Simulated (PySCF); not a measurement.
The dipole of `C#Cc1pc(C#N)cs1` from its density and from atomic charges.

Coordinates (GFN2-xTB, Å) and charges (e) from the PBE0/pcSseg-1 density (PySCF):

```json
{"atom": "C1", "x": "3.568", "y": "-0.148", "z": "-0.115", "Mulliken": "-0.3413", "IAO": "-0.2003", "Hirshfeld": "-0.0808", "ESP-fitted": "-0.4100"}
{"atom": "C2", "x": "2.365", "y": "-0.116", "z": "-0.096", "Mulliken": "+0.5697", "IAO": "-0.0314", "Hirshfeld": "-0.0656", "ESP-fitted": "+0.1183"}
{"atom": "C3", "x": "0.970", "y": "-0.086", "z": "-0.069", "Mulliken": "-0.8391", "IAO": "-0.3918", "Hirshfeld": "-0.0744", "ESP-fitted": "-0.0841"}
{"atom": "P4", "x": "0.026", "y": "1.175", "z": "-0.776", "Mulliken": "+0.6628", "IAO": "+0.4230", "Hirshfeld": "+0.1367", "ESP-fitted": "+0.0320"}
{"atom": "C5", "x": "-1.502", "y": "0.400", "z": "-0.276", "Mulliken": "-0.4435", "IAO": "-0.2745", "Hirshfeld": "-0.0658", "ESP-fitted": "+0.0109"}
{"atom": "C6", "x": "-2.743", "y": "0.986", "z": "-0.579", "Mulliken": "+0.1683", "IAO": "+0.1409", "Hirshfeld": "+0.0643", "ESP-fitted": "+0.3861"}
{"atom": "N7", "x": "-3.749", "y": "1.475", "z": "-0.833", "Mulliken": "-0.2302", "IAO": "-0.2336", "Hirshfeld": "-0.2140", "ESP-fitted": "-0.4516"}
{"atom": "C8", "x": "-1.419", "y": "-0.780", "z": "0.410", "Mulliken": "-0.1495", "IAO": "-0.2730", "Hirshfeld": "-0.0490", "ESP-fitted": "-0.3520"}
{"atom": "S9", "x": "0.137", "y": "-1.397", "z": "0.721", "Mulliken": "+0.3966", "IAO": "+0.4333", "Hirshfeld": "+0.1740", "ESP-fitted": "+0.1678"}
{"atom": "H10", "x": "4.616", "y": "-0.164", "z": "-0.138", "Mulliken": "+0.0531", "IAO": "+0.2128", "Hirshfeld": "+0.1025", "ESP-fitted": "+0.3147"}
{"atom": "H11", "x": "-2.264", "y": "-1.345", "z": "0.765", "Mulliken": "+0.1531", "IAO": "+0.1948", "Hirshfeld": "+0.0720", "ESP-fitted": "+0.2678"}
```

Form Σ q r in debye for every column and set it beside the full dipole.

The full density gives (3.47, -2.72, 1.48) D, 4.65 D in size; dipole vectors point from the negative to the positive end.

| scheme | μx | μy | μz | size (D) | share of the full size (%) | angle to the full dipole (°) |
| --- | --- | --- | --- | --- | --- | --- |
| Mulliken | 2.72 | -0.80 | 0.38 | 2.86 | 62 | 24 |
| IAO | 3.52 | -2.12 | 1.12 | 4.26 | 92 | 8 |
| Hirshfeld | 2.96 | -1.97 | 1.06 | 3.71 | 80 | 5 |
| ESP-fitted | 3.47 | -2.69 | 1.46 | 4.63 | 100 | 0 |

Which set comes closest?

Length of the difference vector: ESP-fitted 0.03 D, IAO 0.70 D, Hirshfeld 1.00 D, Mulliken 2.33 D. Closest: ESP-fitted. ESP charges are fitted to the potential around the molecule, whose slowest-falling term is the dipole's. The schemes that divide the density aren't constrained to reproduce the dipole.

What is left for the Hirshfeld atoms' own dipoles?

The shares of the density sum to the whole, so what Σ q r misses lies in dipoles about the nuclei. The atomic dipoles sum to (3.47, -2.72, 1.48) − (2.96, -1.97, 1.06) = (0.51, -0.75, 0.42) D, 1.00 D in size.

With the origin at the mean of the coordinates, (0.000, 0.000, -0.090) Å, which are the largest single terms, by size, of the Mulliken dipole along the direction of the full one?

C2 +5.01, C1 -4.49, N7 +4.31, C3 -3.14, C5 +3.01 D; all 11 atoms together +2.62 D. The single terms depend on the origin, their sum doesn't.

Give the size of the full dipole in other units.

4.65 D = 1.829 au = 0.968 e·Å = 15.51 × 10⁻³⁰ C·m.

Isolated species at its GFN2-xTB geometry, gas phase.

The run behind these numbers computed NMR shieldings as well. The run took about 80 s of CPU time (with the writing of density and orbital grids) (one thread, shared machine).
